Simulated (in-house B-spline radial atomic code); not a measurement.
A fraction x of an electron is removed from 2p in the fluorine ion F²⁺, starting from [He] 2s2 2p3 and keeping the highest spin. All numbers are computed (non-relativistic LDA PW92, spin-polarised, spherical fractional occupations; point nucleus) with a radial B-spline atomic code at the basis-set limit, not measured.

| x | E(x) - E(0) (eV) | 2p up level (eV) |
| --- | --- | --- |
| 0 | 0.0000 | -51.602 |
| 0.03 | 1.5581 | -52.270 |
| 0.21 | 11.3303 | -56.325 |
| 0.27 | 14.7509 | -57.696 |
| 0.47 | 26.7522 | -62.334 |
| 0.5 | 28.6328 | -63.039 |
| 0.58 | 33.7514 | -64.929 |
| 0.73 | 43.7591 | -68.516 |
| 0.76 | 45.8255 | -69.240 |
| 0.96 | 60.1602 | -74.123 |
| 1 | 63.1448 | -75.110 |

The exact functional would give a straight line between the two integer points. Deviations E(x) - E(0) - x[E(1) - E(0)], in eV: -0.336 at x = 0.03, -1.93 at x = 0.21, -2.298 at x = 0.27, -2.926 at x = 0.47, -2.94 at x = 0.5, -2.873 at x = 0.58, -2.337 at x = 0.73, -2.165 at x = 0.76, -0.459 at x = 0.96.

The curve lies below the straight line by up to 2.94 eV (at x = 0.5): convex, the delocalisation error that favours fractional charges.

Problem. How well does Slater's transition state (minus the level at half occupation) give the ionisation energy?

Solution. It gives 63.039 eV against 63.145 eV from the two total energies; NIST lists 62.71 eV, ground level to ground level.
